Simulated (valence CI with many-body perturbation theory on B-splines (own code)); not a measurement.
Level structure of Lu22+

Computed by relativistic CI+MBPT: three valence electrons over a frozen Dirac-Fock core [Kr] 4d10, a basis of 7 s, 7 p, 7 d, 7 f, 4 g, 2 h functions for each j, with the one-electron correlation potential Σ1, the two-electron term Σ2, the three-electron term Σ3, Breit, model QED; selected CI, second order for the rest, scaled by the run's own slope (own B-spline code, finite nucleus).

No measured levels were compared; by estimate terms of the open shell hold to a few per cent of their energy, and close levels can change places. Excitations out of the core, of the other parity, are not computed and may begin above about 148 eV (a cautious bound); beyond it only levels of the ground parity were kept, without lifetimes.

Levels 46 to 90 of 136, with energies above the lowest level, (4f5/2^3) J=9/2. "Leading %" is the weight of the configuration and term that name the level; weights of strongly mixed levels are sums over their largest components and can fall short. In the jj column 3d3/2^4 stands for four electrons in 3d with j = 3/2.

```
No.  Configuration  Term     J  E (cm⁻¹)  Leading %      g                Leading jj
 46         4f2.5s    4H  11/2    625820         90  1.126     4f5/2 4f7/2 5s (96 %)
 47         4f2.5s    2H   9/2    630150         55  0.958     4f5/2 4f7/2 5s (88 %)
 48         4f2.5s    4F   7/2    635580         88  1.194     4f5/2 4f7/2 5s (98 %)
 49         4f2.5s    4F   9/2    637900         52  1.189     4f5/2 4f7/2 5s (97 %)
 50         4f2.5s    4H  13/2    639830         97  1.224         4f7/2^2 5s (71 %)
 51         4f2.5s    2F   5/2    642740         73  0.909     4f5/2 4f7/2 5s (86 %)
 52         4f2.5s    2G   7/2    642840         53  0.985     4f5/2 4f7/2 5s (93 %)
 53         4f2.5s    2H  11/2    650020         86  1.083         4f7/2^2 5s (62 %)
 54         4f2.5s    2G   9/2    659090         53  1.198         4f7/2^2 5s (97 %)
 55         4f2.5s    2F   7/2    664800         62  1.064         4f7/2^2 5s (96 %)
 56         4f2.5s    2D   5/2    666630         52  1.308     4f5/2 4f7/2 5s (79 %)
 57         4f2.5s    2D   3/2    668200         66  0.965     4f5/2 4f7/2 5s (67 %)
 58         4f2.5s    4P   1/2    670220         90  2.536         4f5/2^2 5s (68 %)
 59         4f2.5s    4P   3/2    678010         82  1.618     4f5/2 4f7/2 5s (92 %)
 60         4f2.5s    2I  13/2    681460         97  1.080     4f5/2 4f7/2 5s (71 %)
 61         4f2.5s    2I  11/2    681860         95  0.930     4f5/2 4f7/2 5s (66 %)
 62         4f2.5s    2P   1/2    686620         92  0.805     4f5/2 4f7/2 5s (86 %)
 63         4f2.5s    4P   5/2    690970         63  1.444         4f7/2^2 5s (91 %)
 64         4f2.5s    2P   3/2    698950         77  1.239         4f7/2^2 5s (75 %)
 65         4f2.5s    2S   1/2    759580         94  1.992         4f7/2^2 5s (79 %)
 66         4f2.5p   4I°   9/2    910450         60  0.810      4f5/2^2 5p1/2 (97 %)
 67         4f2.5p   4H°   7/2    918680         44  0.815      4f5/2^2 5p1/2 (93 %)
 68         4f2.5p   4G°   5/2    928180         67  0.683      4f5/2^2 5p1/2 (85 %)
 69         4f2.5p   2D°   3/2    932090         44  0.714      4f5/2^2 5p1/2 (80 %)
 70         4f2.5p   4I°  11/2    932790         52  1.003  4f5/2 4f7/2 5p1/2 (99 %)
 71         4f2.5p   4H°   9/2    933560         37  1.047  4f5/2 4f7/2 5p1/2 (99 %)
 72         4f2.5p   4G°   7/2    941530         38  1.044  4f5/2 4f7/2 5p1/2 (97 %)
 73         4f2.5p   4F°   5/2    944130         36  1.151  4f5/2 4f7/2 5p1/2 (98 %)
 74         4f2.5p   2H°   9/2    945450         33  1.056  4f5/2 4f7/2 5p1/2 (97 %)
 75         4f2.5p   2F°   7/2    949180         36  1.128  4f5/2 4f7/2 5p1/2 (96 %)
 76         4f2.5p   4G°  11/2    949630         53  1.192      4f7/2^2 5p1/2 (72 %)
 77         4f2.5p   2I°  13/2    951450         38  1.125      4f7/2^2 5p1/2 (62 %)
 78         4f2.5p   2F°   7/2    966220         34  1.182      4f7/2^2 5p1/2 (98 %)
 79         4f2.5p   2H°   9/2    969870         34  1.072      4f7/2^2 5p1/2 (99 %)
 80         4f2.5p   2P°   3/2    971290         33  1.214  4f5/2 4f7/2 5p1/2 (72 %)
 81         4f2.5p   2F°   5/2    973010         47  1.031  4f5/2 4f7/2 5p1/2 (76 %)
 82         4f2.5p   4D°   1/2    975570         53  0.705      4f5/2^2 5p1/2 (78 %)
 83         4f2.5p   4P°   1/2    980920         40  1.655  4f5/2 4f7/2 5p1/2 (98 %)
 84         4f2.5p   2I°  11/2    986860         50  1.007  4f5/2 4f7/2 5p1/2 (71 %)
 85         4f2.5p   4D°   3/2    986910         56  1.246  4f5/2 4f7/2 5p1/2 (94 %)
 86         4f2.5p   2K°  13/2    987470         58  0.996  4f5/2 4f7/2 5p1/2 (62 %)
 87         4f2.5p   4S°   3/2    998620         29  1.545      4f7/2^2 5p1/2 (85 %)
 88         4f2.5p   2D°   5/2    999650         34  1.186      4f7/2^2 5p1/2 (86 %)
 89         4f2.5p   2P°   1/2   1061300         94  0.662      4f7/2^2 5p1/2 (74 %)
 90         4f2.5p   4H°   7/2   1066400         39  0.841      4f5/2^2 5p3/2 (95 %)
```

Where two levels of one J and parity lie close, their mixing, g and order are uncertain.
